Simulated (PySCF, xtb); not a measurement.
hexa-1,2-dien-5-yne (C6H6), SMILES C(#C)CC=C=C. Other conformers were not sampled.

Harmonic wavenumbers (cm⁻¹) from GFN2-xTB run with xtb at its own minimum, in rising order: 45, 150, 189, 288, 307, 408, 506, 556, 639, 663, 850, 852, 899, 977, 989, 1030, 1135, 1162, 1259, 1326, 1432, 1445, 2096, 2293, 2920, 2965, 3040, 3068, 3076, 3398.

What does ωB97X-D3(BJ)/def2-SVP (PySCF 2.14.0) give at its own minimum? (Estimate from the structure and the level; the computed values follow.)

53, 166, 218, 337, 358, 468, 555, 607, 726, 740, 880, 899, 931, 974, 1008, 1045, 1148, 1216, 1302, 1379, 1447, 1492, 2119, 2272, 3077, 3142, 3162, 3190, 3257, 3486. Paired by order, the mean absolute difference is 58 cm⁻¹ and the zero-point energies are 57.1 and 59.5 kcal/mol.
